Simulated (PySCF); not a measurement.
Gas-phase reaction: 2 GeH3Cl + GeCl4 ⇌ 3 GeH2Cl2

Method: PySCF energies plus ideal-gas RRHO corrections (1 bar). † marks an energy on the PBE0/def2-TZVP geometry and frequencies; other levels use their own. All species are closed-shell singlets. B3LYP is the form with VWN-RPA correlation. Ge: all electrons, no relativistic terms. The harmonic model lacks anharmonicity and excited electronic states, which grow with temperature; levels with a mode under 35 cm⁻¹ are left out.

```
level               ΔE electronic, kJ  ΔH°(298 K), kJ  ΔS°(298 K), J/K  ΔG°(1400 K), kJ
------------------  -----------------  --------------  ---------------  ---------------
B3LYP/def2-TZVP†                  -19             -17               26              -52
HF/def2-TZVP†                     -23             -22               26              -56
M06-2X/def2-TZVP†                 -18             -16               26              -51
PBE/def2-SVP                      -12             -11               25              -44
PBE0/def2-SVP†                    -14             -13               26              -47
ωB97M-V/def2-TZVP†                -13             -11               26              -46
ωB97X-V/def2-TZVP†                -14             -12               26              -47
```
ΔH° is lowest at HF/def2-TZVP† and highest at PBE/def2-SVP. No reference value is set beside these.
